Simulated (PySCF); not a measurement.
**Spin–spin coupling constants**

Molfile (atoms numbered from 1):
```
C5H11FO
     RDKit          3D

 18 17  0  0  0  0  0  0  0  0999 V2000
   -1.9725    0.8630   -0.4431 C   0  0  0  0  0  0  0  0  0  0  0  0
   -0.8809    0.5654    0.3711 O   0  0  0  0  0  0  0  0  0  0  0  0
   -0.0041   -0.4148   -0.1387 C   0  0  2  0  0  0  0  0  0  0  0  0
   -0.5316   -1.8206    0.0999 C   0  0  0  0  0  0  0  0  0  0  0  0
    1.3441   -0.1875    0.5273 C   0  0  0  0  0  0  0  0  0  0  0  0
    1.9094    1.1832    0.2471 C   0  0  0  0  0  0  0  0  0  0  0  0
    2.1001    1.3487   -1.1081 F   0  0  0  0  0  0  0  0  0  0  0  0
   -2.6501   -0.0004   -0.5868 H   0  0  0  0  0  0  0  0  0  0  0  0
   -2.5440    1.6648    0.0456 H   0  0  0  0  0  0  0  0  0  0  0  0
   -1.6543    1.2174   -1.4432 H   0  0  0  0  0  0  0  0  0  0  0  0
    0.1261   -0.2514   -1.2278 H   0  0  0  0  0  0  0  0  0  0  0  0
    0.1549   -2.5721   -0.3182 H   0  0  0  0  0  0  0  0  0  0  0  0
   -1.5139   -1.9684   -0.3725 H   0  0  0  0  0  0  0  0  0  0  0  0
   -0.6385   -2.0077    1.1797 H   0  0  0  0  0  0  0  0  0  0  0  0
    1.2287   -0.3041    1.6186 H   0  0  0  0  0  0  0  0  0  0  0  0
    2.0542   -0.9590    0.1881 H   0  0  0  0  0  0  0  0  0  0  0  0
    2.8803    1.3225    0.7521 H   0  0  0  0  0  0  0  0  0  0  0  0
    1.2073    1.9581    0.5938 H   0  0  0  0  0  0  0  0  0  0  0  0
  1  2  1  0
  2  3  1  0
  3  4  1  0
  3  5  1  0
  5  6  1  0
  6  7  1  0
  1  8  1  0
  1  9  1  0
  1 10  1  0
  3 11  1  6
  4 12  1  0
  4 13  1  0
  4 14  1  0
  5 15  1  0
  5 16  1  0
  6 17  1  0
  6 18  1  0
M  END
```

Couplings: B3LYP/pcJ-1 (spin–dipole term only in couplings to heteroatoms) in PySCF 2.14, geometry PBE0-D3(BJ)/def2-SVP; gas phase, one conformer, non-relativistic. Couplings are averaged over pairs made equivalent by symmetry, fast rotation or ring inversion, so a value needn't be that of the named pair in this geometry, while other rotamers aren't included; one pair stands for each set, and the list holds a selection of those of at least 1.5 Hz over up to four bonds, among pairs with at least one C or F or H atom (others weren't computed). One-bond C–F couplings come out tens of Hz too large with common functionals.

Isotopes: ¹³C, ¹⁹F, ¹H, ¹⁷O. Couplings to quadrupolar nuclei such as 17O and 33S are rarely resolved in practice.

```csv
pair,bonds,J (Hz)
"C1, O2",1,23.4
"C1, H8",1,145.0
"O2, C3",1,22.2
"C3, C4",1,41.4
"C3, C5",1,42.0
"C3, H11",1,?
"C4, H12",1,132.3
"C5, C6",1,41.0
"C5, H15",1,129.4
"C5, H16",1,?
"C6, F7",1,-229.0
"C6, H17",1,153.1
"C6, H18",1,?
"O2, C4",2,?
"O2, H8",2,-6.9
"C5, H18",2,-2.2
"C6, H16",2,-6.6
"O2, C6",3,?
"O2, H12",3,?
"O2, H15",3,-2.4
"O2, H16",3,-10.1
"C3, H17",3,?
"C3, H18",3,3.1
"C4, H15",3,?
"H15, H17",3,1.7
"H15, H18",3,1.8
```

Estimate the withheld couplings, with signs.

## Answers


- ¹J(C3,H11) = 142.9 Hz (bond length 1.109 Å, sp3 carbon)
- ¹J(C5,H16) = 131.5 Hz (bond length 1.102 Å, sp3 carbon)
- ¹J(C6,H18) = 157.8 Hz (bond length 1.102 Å, sp3 carbon)
- ²J(O2,C4) = -2.3 Hz (angle at C3 112°)
- ³J(O2,C6) = -2.2 Hz (dihedral angle 60°)
- ³J(O2,H12) = -2.7 Hz (mean over equivalent pairs that range from -6.0 to -0.9 Hz in this conformer)
- ³J(C3,H17) = 7.2 Hz (dihedral angle 179°)
- ³J(C4,H15) = 3.4 Hz (dihedral angle 62°)
